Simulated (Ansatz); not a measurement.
`O[SiH](Cl)[SiH2][SiH3]` + CH₄ → `C[SiH2][SiH](O)Cl` + SiH₄  (formal exchange of groups at the Si–Si bond)

Computed with Ansatz on PBE0-D4/def2-TZVP structures; ΔE is electronic, products minus reactants. CCSD(T)/CBS is the MP2 limit (def2-TZVPP, def2-QZVPP) plus CCSD(T) − MP2 in def2-TZVPP, frozen cores. This one scheme is used for every species. DFT in def2-TZVPP. HSE06 is defined as in plane-wave codes. Each species was taken in one conformer, which may not be the lowest.

`O[SiH](Cl)[SiH2][SiH3]`:

```xyz
12

O     0.721    2.907    0.587
Si    0.028    1.446    0.850
Cl    0.967    0.466    2.413
Si    0.150   -0.020   -0.970
Si   -0.637   -2.131   -0.341
H     1.629    2.929    0.279
H    -1.352    1.747    1.288
H    -0.646    0.523   -2.107
H     1.576   -0.110   -1.398
H    -0.703   -3.038   -1.518
H    -2.001   -1.999    0.238
H     0.269   -2.719    0.679
```

CH₄:

```xyz
5

C     0.000    0.000    0.000
H     0.225    0.217    1.044
H     0.691   -0.756   -0.371
H     0.106    0.909   -0.591
H    -1.022   -0.370   -0.082
```

`C[SiH2][SiH](O)Cl`:

```xyz
12

C     0.242   -1.443    1.219
Si    0.925    0.201    0.637
Si   -0.504    1.132   -0.959
O    -0.590    0.076   -2.214
Cl   -2.377    1.359   -0.097
H     0.886   -1.882    1.984
H    -0.756   -1.311    1.643
H     0.169   -2.142    0.384
H     2.280    0.043    0.039
H     1.029    1.173    1.761
H    -0.150    2.494   -1.440
H    -1.153    0.301   -2.958
```

SiH₄:

```xyz
5

Si    0.000    0.000    0.000
H     0.013    1.442   -0.353
H     0.147   -0.151    1.470
H     1.125   -0.687   -0.683
H    -1.285   -0.604   -0.433
```

Problem. Is it downhill or uphill in electronic energy at CCSD(T)/CBS, and by how much? (Best estimate.)

Solution. Computed: Uphill: ΔE = +14.9 kJ/mol.

Problem. What do these levels give: revPBE-D4, r2SCAN-D4, HSE06-D4, BHLYP-D4, CAM-B3LYP-D4, B2PLYP, BLYP, PBE0, CAM-B3LYP, LC-ωPBE, CCSD(T)/def2-TZVPP, MP2/CBS(def2)? (Best estimate.)

Solution. Computed: revPBE-D4 25.7, r2SCAN-D4 21.0, HSE06-D4 23.9, BHLYP-D4 12.7, CAM-B3LYP-D4 10.6, B2PLYP 11.6, BLYP 15.6, PBE0 22.0, CAM-B3LYP 8.5, LC-ωPBE 15.0, CCSD(T)/def2-TZVPP 13.4, MP2/CBS(def2) 10.8 kJ/mol.

Largest T1 diagnostic among the species: 0.013.

Leaving LDA and LC-ωPBE aside and taking each functional with its dispersion term where it has one, the values, not all of them listed here, spread over 18.0 kJ/mol, from ωB97M-V to PBE-D4. The D4 term adds +3.0 kJ/mol with B3LYP and +1.8 kJ/mol with PBE0; it sums over pairs of atoms, weighted by their polarisabilities, and B3LYP, whose exchange is more repulsive, gets the larger term. In def2-TZVPP, CCSD(T) changes the Hartree–Fock value by +11.9 kJ/mol (the triples alone add +2.3 kJ/mol) and MP2 by +7.8 kJ/mol.

B3LYP here is the variant with VWN-RPA as its local correlation; programs differ in this.
